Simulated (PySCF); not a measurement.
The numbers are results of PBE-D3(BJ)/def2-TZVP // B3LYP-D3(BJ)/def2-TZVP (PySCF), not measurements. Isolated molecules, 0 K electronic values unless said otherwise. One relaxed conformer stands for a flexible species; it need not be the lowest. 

Reference species (SMILES): `[NH2][Ga]([NH2])[OH]` (neutral, multiplicity 1).

```json
{
  "S1 oscillator strength": "0.009",
  "HOMO–LUMO gap": "4.51 eV"
}
```

Changed species: `[Ga]([OH])([OH])[NH2]` (1 of 3 OH replaced by NH2; the reference has 2 of 3 OH replaced by NH2).

Problem. Predict the effect on the S1 oscillator strength and HOMO–LUMO gap.

Solution. the S1 oscillator strength stays essentially unchanged; the HOMO–LUMO gap increases by 0.11 eV, to 4.62 eV.
